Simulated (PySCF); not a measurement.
This PySCF input asks for the NMR shieldings of SMILES C=CCC1=C[C@@H](C)[SiH2][SiH2]1, C7H14Si2; the geometry comes from GFN2-xTB.

```python
import basis_set_exchange as bse
import numpy as np
from pyscf import gto, dft
from pyscf.prop import nmr

atoms = """
C     3.515838   -0.926207   -0.642759
C     2.530422   -0.058608   -0.773435
C     1.928625    0.721775    0.353834
C     0.484122    0.331088    0.517363
C    -0.507996    1.118140    0.106506
C    -1.969280    0.780517    0.177889
C    -2.556215    0.790910   -1.235868
Si   -2.220255   -0.909835    1.070379
Si    0.031864   -1.340246    1.278972
H     3.975117   -1.120504    0.312980
H     3.911452   -1.472815   -1.482235
H     2.078057    0.118172   -1.741468
H     2.475118    0.515458    1.276758
H     2.006608    1.791485    0.131706
H    -0.287811    2.085318   -0.341329
H    -2.464079    1.582772    0.739019
H    -2.366614    1.743304   -1.731449
H    -2.109586    0.000811   -1.836945
H    -3.631685    0.631578   -1.204319
H    -3.012770   -0.687783    2.287172
H    -3.032252   -1.788155    0.219592
H     0.617205   -2.446057    0.509751
H     0.599363   -1.434132    2.631785
"""
names = dict.fromkeys(["C", "Si", "H"], "pcSseg-1")
basis = {el: gto.basis.parse(bse.get_basis(n, elements=[el], fmt="nwchem")) for el, n in names.items()}
mol = gto.M(atom=atoms, basis=basis, charge=0, verbose=0)
mf = dft.RKS(mol, xc="PBE0")
mf.grids.level = 2
mf.grids.alignment = dft.numint.BLKSIZE   # the property module wants whole blocks of grid points
mf.conv_tol = 1e-9
mf.kernel()

calc = nmr.RKS(mf)   # GIAO
C = mf.mo_coeff
Co = C[:, mf.mo_occ > 0]
resp = mf.gen_response(singlet=True, hermi=2)
def vind(x):   # induced exchange potential for any number of trial vectors
    d = np.einsum("pi,xij,qj->xpq", C, 2 * x.reshape(-1, C.shape[1], Co.shape[1]), Co, optimize=True)
    return np.einsum("xpq,pi,qj->xij", resp(d - d.transpose(0, 2, 1)), C, Co, optimize=True).ravel()
mo1, _ = nmr.rhf.solve_mo1(calc, with_cphf=vind)
sigma = calc.kernel(mo1)
for i, s in enumerate(sigma):   # ppm
    print("%2d %-2s %9.2f" % (i, mol.atom_pure_symbol(i), np.trace(s) / 3))
```

Task: Give the expected output.

Result: 
```
 0 C      64.48
 1 C      39.79
 2 C     138.60
 3 C      41.20
 4 C      24.86
 5 C     155.00
 6 C     163.52
 7 Si    411.99
 8 Si    422.89
 9 H      26.28
10 H      26.39
11 H      25.92
12 H      28.75
13 H      28.39
14 H      25.12
15 H      29.21
16 H      30.25
17 H      30.84
18 H      30.29
19 H      27.66
20 H      28.16
21 H      27.21
22 H      27.65
```

These numbers come from an equivalent density-fitted implementation of the same equations, which agrees with the script to about 0.01 ppm for H and up to a few tenths of a ppm for heavy atoms, so last digits may differ.

Task: Turn these shieldings into chemical shifts. Chemical shifts δ = σref − σ; 13C (σref 186.93) and 29Si (σref 349.16) and 1H (σref 31.72) against TMS, all at this level.

Result: Averaging equivalent atoms: C 4: 162.1; C 1: 147.1; C 3: 145.7; C 0: 122.4; C 2: 48.3; C 5: 31.9; C 6: 23.4; Si 7: -62.8; Si 8: -73.7; H 14: 6.60; H 11: 5.80; H 9: 5.44; H 10: 5.33; H 21: 4.51; H 22: 4.06; H 19: 4.06; H 20: 3.55; H 13: 3.32; H 12: 2.97; H 15: 2.51; H 16/17/18: 1.25 ppm. 

Size and cost of the density-fitted run: 237 basis functions, 110 s wall time on 1 thread of an Arm Neoverse N1, shared host; peak memory 1.1 GiB.
